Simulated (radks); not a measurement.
Q: These are the eigenvalues of the occupied orbitals of an atom or ion with whole-number occupations (hartree). All-electron calculation, Dirac Kohn-Sham, BLYP, spin-unpolarised, spherical densities, finite nucleus; Fermi nuclear charge, rms radius of each element as measured or else 0.836 A^(1/3) + 0.57 fm. Program: a radial shooting solver on a logarithmic mesh with Libxc functionals.

1s1/2: -1369.716
2s1/2: -217.6642
2p1/2: -205.1460
2p3/2: -191.1108
3s1/2: -47.09676
3p1/2: -41.83937
3p3/2: -39.12681
3d3/2: -29.89441
3d5/2: -29.31602
4s1/2: -10.39993
4p1/2: -8.48756
4p3/2: -7.91966
4d3/2: -4.79266
4d5/2: -4.69576
5s1/2: -2.57406
5p1/2: -2.03991
5p3/2: -1.94801

Which element is it, and in what charge state? The configuration may be excited. Open shells, if any, are shared by 2j + 1.

A: Z = 56, barium, charge +4: Ba4+ in [Kr] 4d10 5s2 5p4. The list shows which subshells hold electrons but not how many an open one holds; the 1s level, -1369.7 hartree, gives Z - s = 52.3 by -(Z - s)^2/2, which with screening and relativity narrows Z to a few neighbours, and the depths of the outer levels then fix element, charge and occupations together.
